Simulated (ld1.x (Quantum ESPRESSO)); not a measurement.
## Co, PAW: configuration errors across variants

* Element: Co (Z = 27)
* Generator: ld1.x (Quantum ESPRESSO) 7.5
* Type: PAW
* Functional: PBEsol
* Relativity: scalar-relativistic
* Frozen core: [Ar]
* Valence charge: 9
* Reference configuration: 3d8 4s1 4p0
* Partial waves: 4s (bound): rcut 1.55, rcutus 2.05 bohr; 4s channel at 1.9 Ry: rcut 1.55, rcutus 2.05 bohr; 4p (bound, empty): rcut 3.90, rcutus 4.15 bohr; 4p channel at 2.35 Ry: rcut 3.90, rcutus 4.15 bohr; 3d (bound): rcut 0.75, rcutus 0.90 bohr; 3d channel at 3.4 Ry: rcut 0.75, rcutus 0.90 bohr
* Local potential: all-electron potential smoothed inside 3.85 bohr (lloc = -2)
* Core correction: a·sin(br)/r model core, default radius (ld1.x builds one for every PAW set, though the input has nlcc=.false.)
* Augmentation charge: BESSEL, radius 0.80 bohr

All-electron excitation energies from the reference (eV): (1) 3d7 4s2 4p0 1.214; (2) 3d7 4s1 4p0 10.259; (3) 3d7 4s0 4p0 26.956; (4) 3d7 4s1.5 4p0 4.827; (5) 3d7 4s0 4p2 10.230; (6) 3d6 4s0 4p0 62.793; (7) 3d8 4s0 4p0 7.636.

The default core radius of the base comes out at 0.43 bohr.

The overlap operator is not positive definite (basis up to 400 Ry) in “wave 4p channel at 2.35 Ry: rcut 3.90, rcutus 4.15 bohr becomes 4p channel at 7.42 Ry: rcut 3.90, rcutus 4.15 bohr”. Such files are unfit for use, however small their errors in these radial tests.

5 further variants failed, have other tests or another functional or relativity, and are left out.

A true bound ghost makes a file unfit for plane-wave use even where its test errors are small: the radial tests pick states by their node count and pass the ghost by. Where a test does run into it, the solver fails or the error is huge.

Errors AE − PS in meV (a dash: test not solved or not reliable):

| change | (1) | (2) | (3) | (4) | (5) | (6) | (7) | bound ghosts |
| --- | --- | --- | --- | --- | --- | --- | --- | --- |
| base | -76 | -85 | -112 | -78 | -95 | -670 | -10 | none |
| wave 4p channel at 2.35 Ry: rcut 3.90, rcutus 4.15 bohr becomes 4p channel at 7.42 Ry: rcut 3.90, rcutus 4.15 bohr | -76 | -85 | -112 | -78 | -344 | -670 | -10 | not determined (overlap not positive) |
| waves 3d (bound): rcut 0.50, rcutus 0.54 bohr; 3d channel at 3.4 Ry: rcut 0.50, rcutus 0.54 bohr | – | – | – | – | – | – | – | none |
| augmentation GAUSS, radius 0.75 bohr | -76 | -85 | -112 | -78 | -95 | -670 | -10 | none |
| waves 4p (bound): rcut 3.90, rcutus 4.88 bohr; 4p channel at 2.35 Ry: rcut 3.90, rcutus 4.88 bohr | -76 | -85 | -112 | -78 | -79 | -670 | -10 | none |
| core correction a·sin(br)/r model core inside 0.74 bohr | -76 | -83 | -121 | -77 | -92 | -677 | -13 | none |

(1) Give the same row for: local potential all-electron potential smoothed inside 0.90 bohr (lloc = -1).

## Answers

(1) -64, -55, +11, -61, –, -357, +2.5; bound ghosts: s. Not counted: 3d7 4s0 4p2 (solver errors, printed error -793 eV).
